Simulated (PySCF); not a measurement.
## Working out the ionisation energy of Sc⁺

Sc⁺ [Ar] 3d1 4s1 (3D) → Sc²⁺ [Ar] 3d1 (2D). All numbers are calculated (PySCF 2.14, the spin-free X2C one-electron Hamiltonian (Gaussian nucleus), in Sapporo-DKH3-DZP-2012). Frozen: [Ne]. Energies in hartree (1 hartree = 27.21139 eV):

```tsv
part	Sc⁺ (lower)	Sc²⁺ (upper)
UHF	-763.069282	-762.620170
MP2 opposite-spin	-0.140664	-0.131304
MP2 same-spin	-0.059091	-0.050164
```

Task: What does Hartree-Fock give?

Result: (-762.620170) − (-763.069282) = 0.449112 hartree = 12.221 eV.

Task: What do MP2 and SCS-MP2 (6/5 opposite-spin, 1/3 same-spin) give?

Result: The opposite-spin parts differ by 0.255 eV and the same-spin parts by 0.243 eV. MP2: 12.221 + (0.255) + (0.243) = 12.719 eV. SCS-MP2: 12.221 + 1.2 × (0.255) + (0.243)/3 = 12.608 eV.

A first-order spin-orbit estimate adds -0.001 eV to MP2 (valence and next inner shell), giving 12.718 eV against 12.800 eV (measured; NIST Atomic Spectra Database, ionization energies).

A double-zeta basis recovers only part of the correlation energy.

What remains against the reference includes basis incompleteness, the frozen core and correlation beyond second order.
